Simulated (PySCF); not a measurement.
This PySCF input asks for the NMR shieldings of SMILES CS(=O)(=O)Oc1ccccc1, C$_{7}$H$_{8}$O$_{3}$S; the geometry comes from GFN2-xTB.

```python
import basis_set_exchange as bse
import numpy as np
from pyscf import gto, dft
from pyscf.prop import nmr

atoms = """
C     3.450871    0.444206    0.554709
S     2.022932   -0.621015    0.345538
O     1.752649   -1.329421    1.555489
O     2.137199   -1.373521   -0.862603
O     0.946442    0.573451    0.152114
C    -0.387492    0.290541   -0.058568
C    -1.247916    1.370543   -0.221140
C    -2.595517    1.144869   -0.433905
C    -3.086761   -0.148950   -0.486516
C    -2.223334   -1.218492   -0.324061
C    -0.871105   -1.007171   -0.108910
H     3.266738    1.064617    1.420157
H     3.550650    1.033768   -0.345440
H     4.316533   -0.187205    0.705155
H    -0.847878    2.371221   -0.178522
H    -3.262617    1.984730   -0.558453
H    -4.139082   -0.321130   -0.653672
H    -2.600952   -2.228858   -0.363544
H    -0.191163   -1.832933    0.019515
"""
names = dict.fromkeys(["C", "S", "O", "H"], "pcSseg-1")
basis = {el: gto.basis.parse(bse.get_basis(n, elements=[el], fmt="nwchem")) for el, n in names.items()}
mol = gto.M(atom=atoms, basis=basis, charge=0, verbose=0)
mf = dft.RKS(mol, xc="PBE0")
mf.grids.level = 2
mf.grids.alignment = dft.numint.BLKSIZE   # the property module wants whole blocks of grid points
mf.conv_tol = 1e-9
mf.kernel()

calc = nmr.RKS(mf)   # GIAO
C = mf.mo_coeff
Co = C[:, mf.mo_occ > 0]
resp = mf.gen_response(singlet=True, hermi=2)
def vind(x):   # induced exchange potential for any number of trial vectors
    d = np.einsum("pi,xij,qj->xpq", C, 2 * x.reshape(-1, C.shape[1], Co.shape[1]), Co, optimize=True)
    return np.einsum("xpq,pi,qj->xij", resp(d - d.transpose(0, 2, 1)), C, Co, optimize=True).ravel()
mo1, _ = nmr.rhf.solve_mo1(calc, with_cphf=vind)
sigma = calc.kernel(mo1)
for i, s in enumerate(sigma):   # ppm
    print("%2d %-2s %9.2f" % (i, mol.atom_pure_symbol(i), np.trace(s) / 3))
```

Question: What are the results?

Answer: 
```
 0 C     140.76
 1 S     188.39
 2 O      89.37
 3 O      89.75
 4 O      86.99
 5 C      30.16
 6 C      65.50
 7 C      51.90
 8 C      57.83
 9 C      52.17
10 C      62.95
11 H      28.70
12 H      28.71
13 H      28.79
14 H      24.58
15 H      24.01
16 H      24.30
17 H      24.06
18 H      23.45
```

These numbers come from an equivalent density-fitted implementation of the same equations, which agrees with the script to about 0.01 ppm for H and up to a few tenths of a ppm for heavy atoms, so last digits may differ.

Question: Turn these shieldings into chemical shifts. Shifts are taken against calculated references (same method and geometry level): $^{13}$C (σ = 186.93 ppm) and $^{1}$H (σ = 31.72 ppm) vs TMS; CS2 for $^{33}$S (σ = 503.73 ppm); H2O for $^{17}$O (σ = 336.08 ppm).

Answer: Averaging equivalent atoms: C 5: 156.8; C 7/9: 134.9; C 8: 129.1; C 6/10: 122.7; C 0: 46.2; S 1: 315; O 4: 249.1; O 2/3: 246.5; H 14/18: 7.70; H 15/17: 7.68; H 16: 7.42; H 11/12/13: 2.98 ppm. Experimental scales use liquid or dissolved standards, which lie at an offset from isolated H2O (liquid H2O: subtract about 36 ppm).

Size and cost of the density-fitted run: 234 basis functions, 74 s wall time on 1 thread of an Arm Neoverse V1, shared host.
